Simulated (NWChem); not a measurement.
Molecule: AlSiH₃OCl₂; SMILES [SiH3][O][Al]([Cl])[Cl]

```xyz
8

Al     0.0006     0.5619    -0.0002
Cl     1.8028     1.6054    -0.0007
Cl    -1.7888     1.6271    -0.0007
O     -0.0101    -1.1130     0.0009
Si    -0.0080    -2.7669     0.0006
H     -0.5788    -3.2702     1.2842
H      1.3877    -3.2740    -0.1461
H     -0.8326    -3.2714    -1.1363
```
Atoms are numbered in this order, from 1.

Computed with NWChem. Pople sets run with spherical d functions. The geometry was optimised at PBE0/def2-SVP. Vzz is the largest principal value of the second derivative of the potential at the nucleus (NWChem prints the opposite sign); η is the asymmetry. Non-relativistic.

```tsv
level	Vzz Al1 (a.u.)	η Al1	Vzz Cl3 (a.u.)	η Cl3	Vzz O4 (a.u.)	η O4
PBE/def2-TZVP	0.872	0.33	1.486	0.35	0.856	0.32
PBE/cc-pVTZ	0.916	0.31	1.378	0.35	0.872	0.32
B3LYP/6-31G*	0.648	0.40	1.468	0.31	0.836	0.31
B3LYP/cc-pVTZ	___	0.31	1.375	0.36	0.873	0.33
```

### Question
What belongs in the gaps?

### Answer

- B3LYP/cc-pVTZ, Vzz Al1 (a.u.): 0.953
